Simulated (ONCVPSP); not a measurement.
O (Z = 8), ONCV: configuration errors across variants

oxygen (O), optimised norm-conserving Vanderbilt (ONCV), made with ONCVPSP 4.0.1 (PBE, scalar-relativistic). Core [He], reference 2s2 2p2.5 (charge +1.5). Waves: 2s: rc 0.95 bohr, ncon 4, nbas 8, qcut 5.9 1/bohr, 3 projectors, debl 2.1 Ha; 2p: rc 1.50 bohr, ncon 4, nbas 9, qcut 8.4 1/bohr, 2 projectors, debl 2.1 Ha. Local part: polynomial inside 0.65 bohr (lpopt 5, dvloc0 4 Ha). Core correction: Teter function, fcfact 4, rcfact 1.3.

All-electron excitation energies from the reference (eV): (1) 2s2 2p4 -30.874; (2) 2s2 2p3 -14.443; (3) 2s2 2p2 19.143; (4) 2s2 2p1 73.012.

2 further variants failed, have other tests or another functional or relativity, and are left out.

A true bound ghost makes a file unfit for plane-wave use even where its test errors are small: the radial tests pick states by their node count and pass the ghost by.

Errors AE − PS in meV (a dash: test not solved or not reliable):

| change | (1) | (2) | (3) | (4) | bound ghosts | GHOST(+) flags above zero |
| --- | --- | --- | --- | --- | --- | --- |
| base | +116 | +24 | +36 | +506 | s | none |
| p: ncon 3, nbas 8 | +134 | +27 | +41 | +561 | s | none |
| s: debl 2 | +116 | +24 | +36 | +506 | s | none |
| s: qcut 8 | +112 | +23 | +35 | +484 | none | s |
| core correction Teter function, fcfact 3.9, rcfact 1.3 | +116 | +24 | +36 | +506 | s | none |
| p: rc 1.64 | +151 | +30 | +46 | +620 | s | none |
| s: rc 1.04 | +120 | +24 | +38 | +517 | s | none |
| local potential polynomial inside 0.65 bohr (lpopt 5, dvloc0 -1 Ha) | +116 | +24 | +36 | +506 | s | none |
| core correction Teter function, fcfact 5.5, rcfact 1.65 | +117 | +23 | +36 | +484 | s | none |

Question: Give the same row for: core correction Teter function, fcfact 4, rcfact 1.96.

Answer: +112, +22, +33, +449; bound ghosts: s; GHOST(+) flags above zero: none.
